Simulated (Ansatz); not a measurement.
Basis-set extrapolation for `B1C[NH][AlH][O]1` (PBE0-D4/def2-TZVP geometry, frozen core, the Gaussian-basis code of Ansatz). Multiplicity 1, RHF reference.

```tsv
	def2-TZVPP	def2-QZVPP
HF	-436.904721	-436.921662
MP2 correlation	-0.780791	-0.837373
CCSD(T) correlation	-0.843459	not run
```

Energies in hartree. Use E(X) = E(∞) + A·exp(−7.88·√X) for Hartree–Fock and E(X) = E(∞) + B·X^(−2.97) for correlation, with X = 3 and 4, and add CCSD(T) minus MP2 of the smaller set to the MP2 limit.

Problem. What is the CCSD(T) energy at the basis-set limit?

Solution. HF limit: -436.921662 + (-0.016941) × 0.13774 = -436.92400. MP2 limit: -0.837373 + (-0.056582) × 0.74074 = -0.87929. Higher-order term: -0.843459 − (-0.780791) = -0.06267. Total: -437.86596 hartree, 73.9 kcal/mol below CCSD(T)/def2-TZVPP.
